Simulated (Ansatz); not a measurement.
`BNB` + `F[SiH2]F` → `B[SiH](F)F` + `BN` at 298.15 K and 1 bar (formal exchange of groups at a B–N bond).

Program: Ansatz. Geometries: PBE0-D4/def2-TZVP. ΔE: electronic, gas phase. CCSD(T)/CBS is the MP2 limit (def2-TZVPP, def2-QZVPP) plus CCSD(T) − MP2 in def2-TZVPP, frozen cores. This one scheme is used for every species.

```json
{"species": "`BNB`", "CCSD(T)/CBS energy (Eh)": "-107.34560", "H − E (kJ/mol)": "171.3", "S (J/(mol·K))": "258.1"}
{"species": "`F[SiH2]F`", "CCSD(T)/CBS energy (Eh)": "-489.99391", "H − E (kJ/mol)": "72.3", "S (J/(mol·K))": "262.5"}
{"species": "`B[SiH](F)F`", "CCSD(T)/CBS energy (Eh)": "-515.35308", "H − E (kJ/mol)": "107.9", "S (J/(mol·K))": "319.8"}
{"species": "`BN`", "CCSD(T)/CBS energy (Eh)": "-81.93499", "H − E (kJ/mol)": "137.2", "S (J/(mol·K))": "228.1"}
```

H − E and S are ideal-gas, rigid-rotor, harmonic terms from PBE0-D4/def2-TZVP. 1 Eh = 2625.50 kJ/mol, R = 8.31446 J/(mol·K).

Question: By hand: ΔE, ΔH, ΔS and ΔG.

Answer: ΔE = (-515.35308) + (-81.93499) − (-107.34560) − (-489.99391) = 0.05144 Eh = 135.1 kJ/mol. Δ(H − E) = 107.9 + 137.2 − 171.3 − 72.3 = 1.5, so ΔH = 136.6 kJ/mol. ΔS = 319.8 + 228.1 − 258.1 − 262.5 = 27.3 J/(mol·K). ΔG = 136.6 − 298.15 × (27.3)/1000 = 128.5 kJ/mol.

Question: By hand: the equilibrium constant, and the temperature at which ΔG would vanish if ΔH and ΔS stayed fixed.

Answer: log₁₀ K = −ΔG/(RT ln 10) = -22.5. ΔG = 0 at ΔH/ΔS = 5004 K, far beyond where these terms or the molecules hold.

ΔH outweighs TΔS. A doubt of 5 kJ/mol in ΔE shifts log₁₀ K by 0.9 here. Modes under 60 cm⁻¹, often nearly free rotors, make the harmonic entropy too high. These are equilibria of isolated gas molecules and say nothing of rates. Largest T1 diagnostic: 0.012 (customary marks: 0.02 for closed shells, 0.045 for open ones).
